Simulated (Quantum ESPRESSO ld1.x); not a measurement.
Results of a calculation; reference values are marked as such.
Question: The ruthenium ion Ru2+, 42 electrons, occupied as [Kr] 4d6. Code: ld1.x of Quantum ESPRESSO 7.5. Model: Dirac Kohn-Sham, LDA (Slater exchange, VWN5 correlation), spin-unpolarised, spherical densities, point nucleus; open shells are shared between the two j in proportion to 2j + 1. Some entries of the table are withheld. Estimate them.

orbital  occ.  eigenvalue (eV)  <r^2> (bohr^2)
1s1/2       2         -21917.5        0.001512
2s1/2       2         -3168.89         0.02500
2p1/2       2              (1)             (2)
2p3/2       4              (3)             (4)
3s1/2       2         -574.337             (5)
3p1/2       2         -482.192          0.1827
3p3/2       4         -459.999          0.1926
3d3/2       4         -296.254          0.1752
3d5/2       6         -291.925          0.1783
4s1/2       2              (6)           1.168
4p1/2       2         -68.9233           1.385
4p3/2       4         -65.4476           1.463
4d3/2     2.4         -24.6053             (7)
4d5/2     3.6         -24.2290             (8)

Answer: 
(1) 2p1/2 eigenvalue (eV): -2931.57
(2) 2p1/2 <r^2> (bohr^2): 0.01878
(3) 2p3/2 eigenvalue (eV): -2800.85
(4) 2p3/2 <r^2> (bohr^2): 0.02013
(5) 3s1/2 <r^2> (bohr^2): 0.1863
(6) 4s1/2 eigenvalue (eV): -96.5667
(7) 4d3/2 <r^2> (bohr^2): 2.755
(8) 4d5/2 <r^2> (bohr^2): 2.814
